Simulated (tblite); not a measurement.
Cl₂Si, singlet, at a GFN2-xTB geometry; tblite 0.6.0 with GFN1-xTB with ALPB(water).

Input for tblite:
```
$ tblite run mol.xyz --method gfn1 --charge 0 --spin 0 --alpb water --json tblite.json --no-restart

# file mol.xyz
3

Si     0.00085030     0.00527408     0.92381323
Cl     1.01602194     1.21319412    -0.38826774
Cl    -1.01672219    -1.21753748    -0.37251962
```

Write the output that tblite gives for this input, abridged.


```
xTB calculator
 | screened Coulomb repulsion
 | Coulomb electrostatics
 |  * isotropic Klopman-Ohno-Mataga-Nishimoto electrostatics
 |  * onsite third-order electrostatics
 | DFT-D3(BJ) dispersion correction
 | Interactions (3)
 | [1] alpb/gbsa reaction field model
 | [2] cds contribution to solvation
 | [3] empirical free energy shift and standard state/solvent correction

halogen bonding energy    0.0000000000000E+00 Eh
repulsion energy          2.2075764175294E-02 Eh
dispersion energy        -1.1662993246399E-03 Eh
interaction energy       -8.4987220893225E-04 Eh
number of electrons       1.8000000000000E+01 e
integral cutoff           2.8146159136829E+01 bohr

------------------------------------------------------------
  cycle        total energy    energy error   density error
------------------------------------------------------------
      1     -10.43468731235  -1.0454747E+01   3.9394913E-01
      2     -10.43533416323  -6.4685088E-04   2.2609446E-01
      3     -10.43558760029  -2.5343706E-04   3.3292152E-02
      4     -10.43592977356  -3.4217327E-04   1.8211282E-02
      5     -10.43597501701  -4.5243450E-05   8.2780285E-03
      6     -10.43601696073  -4.1943720E-05   7.2839621E-04
      7     -10.43601728369  -3.2295163E-07   1.7781136E-04
      8     -10.43601729922  -1.5531105E-08   6.1463762E-06
------------------------------------------------------------

electronic energy        -1.0456076891858E+01 Eh
total energy             -1.0436017299217E+01 Eh

Post processing:
 | Mayer-Wiberg bond orders

[Info] JSON dump of results written to 'tblite.json'
```
